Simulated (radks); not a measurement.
Problem. The palladium ion Pd2+, 44 electrons, occupied as [Kr] 4d8. Method: Dirac Kohn-Sham, PBE, spin-unpolarised, spherical densities, finite nucleus; open shells fill j = l - 1/2 first; Fermi nuclear charge, rms radius 4.5318 fm; computed with a radial shooting solver on a logarithmic mesh with Libxc functionals. Some entries of the table are withheld. Estimate them.

orbital  occ.  eigenvalue (hartree)  <r> (bohr)
1s1/2       2             -888.4840     0.03185
2s1/2       2             -130.4870      0.1380
2p1/2       2             -121.1024      0.1171
2p3/2       4             -115.2447      0.1221
3s1/2       2             -24.29069         (1)
3p1/2       2             -20.58671      0.3712
3p3/2       4             -19.56565      0.3820
3d3/2       4                   (2)         (3)
3d5/2       6                   (4)         (5)
4s1/2       2              -4.05567      0.9426
4p1/2       2              -2.90724       1.013
4p3/2       4              -2.74164       1.043
4d3/2       4                   (6)       1.364
4d5/2       4                   (7)       1.381

Solution. 
(1) 3s1/2 <r> (bohr): 0.3790
(2) 3d3/2 eigenvalue (hartree): -13.00834
(3) 3d3/2 <r> (bohr): 0.3556
(4) 3d5/2 eigenvalue (hartree): -12.80475
(5) 3d5/2 <r> (bohr): 0.3591
(6) 4d3/2 eigenvalue (hartree): -1.01426
(7) 4d5/2 eigenvalue (hartree): -0.99493
